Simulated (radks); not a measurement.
All-electron atom: the gadolinium ion Gd+ in [Xe] 4f7 5d1 6s1.

Method: scalar-relativistic Kohn-Sham, PBEsol, spin-unpolarised, spherical densities, point nucleus; computed with a radial shooting solver on a logarithmic mesh with Libxc functionals.

Energy parts (eV):
total: -306591.52
kinetic: 329221.94
electron-nucleus: -747621.97
Hartree: 118461.79
exchange-correlation: -6653.28

Orbitals (lengths in bohr, moments of r in powers of bohr; r(90%) holds 90 % of the orbital's charge):
orbital  occ.  eigenvalue (eV)      <r^2>  r(90%)   <1/r>
1s          2        -50090.43  0.0006551  0.0396   71.64
2s          2        -8276.228    0.01028   0.144   16.62
2p          6        -7366.293   0.008285   0.134   15.52
3s          2        -1839.501    0.06829   0.358   6.097
3p          6        -1557.663    0.06847   0.364   5.732
3d         10        -1185.520    0.05751   0.345   5.440
4s          2        -375.3516     0.3451   0.794   2.571
4p          6        -282.4396     0.3896   0.851   2.363
4d         10        -153.9520     0.4694   0.956   2.083
4f          7         -15.0850     0.9820    1.48   1.523
5s          2         -56.1259      1.995    1.92  0.9961
5p          6         -33.6260      2.757    2.28  0.8392
5d          1          -8.4344      7.772    4.04  0.5106
6s          1          -9.2972      14.92    5.28  0.3452
6p          0          -5.7086      24.38    6.78  0.2682

The highest occupied level is 5d at -8.434 eV. Summed over all electrons, <r^2> = 59.01 bohr^2, which gives a Langevin (diamagnetic) susceptibility term of -46.7 x 10^-6 cm^3/mol. For comparison, the ionisation energy in NIST's Atomic Spectra Database is 12.08 eV (semi-empirical). In exact Kohn-Sham theory the highest level is minus the ionisation energy, but local and semilocal functionals leave it too shallow, through self-interaction and a potential that decays too fast; potentials with the right tail come closer. The density falls to 0.001 e/bohr^3 at r = 4.59 bohr.

Beside tabulated values, note that spin-unpolarised runs miss the spin-polarisation part of the exchange energy of open shells.
